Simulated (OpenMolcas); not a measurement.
Mo2+ among 6 point charges of -1 e arranged as a trigonal antiprism (D3d), 2.17 Å from the ion, with a polar angle of 51.5° against the regular 54.74°.
```
   0.0000    1.6971    1.3523  -1.00
  -1.4697   -0.8486    1.3523  -1.00
   1.4697   -0.8486    1.3523  -1.00
   0.0000   -1.6971   -1.3523  -1.00
   1.4697    0.8486   -1.3523  -1.00
  -1.4697    0.8486   -1.3523  -1.00
```

```json
{
  "Program": "OpenMolcas 26.06",
  "Method": "CASSCF",
  "Basis": "ANO-RCC-VDZP [6s5p3d1f]",
  "Scalar Hamiltonian": "DKH2, point nucleus",
  "Active space": "4 electrons in 5 orbitals (4d)",
  "State averaging": "2S+1 = 5 even, 5 roots; 2S+1 = 3 even, 45 roots; 2S+1 = 1 even, 50 roots",
  "Spin-orbit coupling": "RASSI with atomic mean-field integrals over the reference wave functions"
}
```

What is the spin-free ground state (labels of D3, the rotations of D3d)?

5E, 2-fold in its orbital part, 100 % from free-ion D terms; it has the highest spin that d4 allows.

Where is the first state of the same spin?

5A1 at 5750 cm-1 above the ground state.

What are the lowest two levels with spin-orbit coupling?

A 1-fold level A1, then a 2-fold level E 17.3 cm-1 above it. Their leading multiplicities are 5 (99 %) and 5 (99 %).

What is χT at 300 K, and how does it compare with the textbook value?

The lowest level has 2S+1 = 5, for which the spin-only value is χT = S(S+1) / 2 = 3.000 cm3 K/mol (g = 2). The computed 2.518 at 300 K differs by -0.482, through orbital momentum, spin-orbit coupling and any other state in reach.

An orbital doublet at a regular site is open to a Jahn-Teller distortion, which this geometry leaves out. Without dynamic correlation the repulsion within the d shell is too large (B by tens of per cent), so at a given field states of lower spin stand too high. Point charges give a weaker field than real ligands, and real ions of this kind are as a rule low spin; the high spin found here belongs to the model. Point charges carry no covalency, so the field is a model and not that of real ligands. No measured value stands beside these numbers.
